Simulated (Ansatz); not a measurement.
Wavefunction ladder for C4H10FIn, SMILES `C[CH2][In]([F])[CH2]C`

Z-matrix (Å, degrees):
```
C
C 1 1.523
H 1 1.095 2 111.1
H 1 1.093 2 111.8 3 119.7
H 1 1.091 2 111.7 3 -120.6
In 2 2.148 1 112.5 3 174.2
H 2 1.095 1 111.0 3 55.9
H 2 1.093 1 111.9 3 -62.8
C 6 2.149 2 148.4 1 156.2
F 6 1.989 2 105.7 1 -25.6
C 9 1.523 6 112.6 2 -159.4
H 9 1.095 6 105.9 2 79.0
H 9 1.093 6 108.7 2 -34.8
H 11 1.095 9 111.1 6 -174.6
H 11 1.091 9 111.7 6 -54.0
H 11 1.092 9 111.8 6 65.6
```

Total charge 0; spin multiplicity 1. Correlated methods include outer-core shells of In, which these sets cover unevenly. In: def2 effective core potential. Geometry: relaxed with PBE0-D4/def2-TZVP. It is one conformer, not always the lowest. Frozen core, restricted reference, Ansatz.

```
     basis     HF (Eh)  MP2 corr.  CCSD corr.       (T)  CCSD(T) total
  def2-SVP  -445.75384   -0.85997    -0.92492  -0.02545     -446.70421
def2-TZVPP  -446.06267   -1.25728    -1.29671  -0.04654     -447.40592
def2-QZVPP  -446.07669   -1.51556           –         –              –
```
